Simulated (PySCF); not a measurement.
**LuH3, singlet: computed properties**

All numbers come from BP86 in PySCF with Lu def2-TZVP with ECP28, H def2-TZVP; scalar-relativistic core potentials, no spin–orbit coupling; density-fitted integrals.

The structure is a minimum.

Z-matrix (Å, degrees; charge 0 multiplicity 1):
```
Lu
H  1 1.9297
H  1 1.9297 2 113.71
H  1 1.9297 2 113.71 3 -132.26
```

- Point group: C3v
- Bond lengths: Lu–H 1.930 Å (×3)
- Bond angles: H–Lu–H 113.7° (×3)
- Rotational constants: 2.817, 2.817, 1.602 cm⁻¹
- Zero-point energy: 35.3 kJ/mol
- Heat capacity Cp at 298.15 K: 50.6 J/(mol K)
- Highest occupied level: -6.08 eV
- Dipole moment: 3.50 D
- Rotational symmetry number: 3
- Enthalpy at 298.15 K above 0 K: 12.09 kJ/mol
- Lowest empty level: -2.93 eV
- Principal quadrupole moments (Buckingham, traceless) about the centre of mass: -5.96, -5.96, 11.93 D Å
- Principal polarisabilities: 40.6, 54.1, 54.1 bohr³
- Entropy at 298.15 K and 1 bar: 248.6 J/(mol K)

Harmonic modes (masses in u: Lu 174.941, H 1.008):
| symmetry | ω (cm⁻¹) | IR (km/mol, summed over degenerate members) | μ (u) | type |
| --- | --- | --- | --- | --- |
| a1 | 265 | 522 | 1.02 | bend |
| e | 576 | 137 | 1.01 | bend |
| e | 1476 | 1124 | 1.02 | stretch |
| a1 | 1532 | 20.7 | 1.01 | stretch |

In C3v the vibrations span 2a1 + 2e.

Charges (e):
```csv
atom,Mulliken,Löwdin,polar tensor,Mayer order to Lu1
Lu1,0.68,0.53,1.36,–
"H2,3,4",-0.23,-0.18,-0.45,0.93
```

Mulliken populations on Lu1 (electrons outside its core potential): s 4.87, p 12.42, d 11.03, f 14.00.

Outer orbital energies (eV). occupied: -10.40, -10.31, -10.31, -10.20, -10.16, -7.39, -6.08, -6.08; empty: -2.93, -2.16, -2.16, -1.54.

Formally Lu is in oxidation state +3, d0. A d0 centre has no lone pair, yet it is C3v rather than trigonal planar: covalent bonding through the d orbitals favours lower symmetry. The polar-tensor charge on Lu, 1.36, is far below the formal one.

Only a few start shapes were tried, so a lower isomer may exist.

The final relaxation and frequency run took roughly 80 core-seconds on a shared host.
